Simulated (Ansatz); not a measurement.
Start from `[SeH][Al]([SeH])[SeH]` and change one element to get `[SeH][Ga]([SeH])[SeH]`.

Ansatz, PBE0-D4/def2-TZVP geometries, multiplicity 1. Each molecule was computed in one conformer, which needn't be the lowest.

Scalar relativity is left out up to krypton.

```tsv
property	`[SeH][Al]([SeH])[SeH]`
LUMO energy (PBE0/def2-TZVPP) / eV	-1.04
HOMO–LUMO gap (PBE/def2-TZVPP) / eV	4.35
HOMO–LUMO gap (ωB97M-V/def2-TZVPP) / eV	10.12
HOMO–LUMO gap (B3LYP/def2-TZVPP) / eV	5.80
size of the dipole moment (B3LYP/def2-TZVPP) / D	1.04
HOMO energy (PBE/def2-TZVPP) / eV	-6.18
```

(1) Give the same properties after the change, and the shifts. (Estimate.)

Answers

(1) Computed: 
```csv
property,`[SeH][Ga]([SeH])[SeH]`,shift
LUMO energy (PBE0/def2-TZVPP) / eV,-1.35,-0.31
HOMO–LUMO gap (PBE/def2-TZVPP) / eV,3.95,-0.40
HOMO–LUMO gap (ωB97M-V/def2-TZVPP) / eV,9.83,-0.29
HOMO–LUMO gap (B3LYP/def2-TZVPP) / eV,5.39,-0.41
size of the dipole moment (B3LYP/def2-TZVPP) / D,1.02,-0.02
HOMO energy (PBE/def2-TZVPP) / eV,-6.12,0.06
```

With PBE0 the HOMO rises by 0.06 eV and the LUMO falls by 0.31 eV, so the gap narrows by about 0.37 eV. PBE moves the HOMO by 0.06 eV and ωB97M-V by 0.05 eV. Dipoles are sizes alone; their direction can turn.

B3LYP here is the variant with VWN-RPA as its local correlation; programs differ in this.

Spin–orbit coupling is left out; it splits and shifts lone-pair levels of the heavy atoms by tenths of an eV.
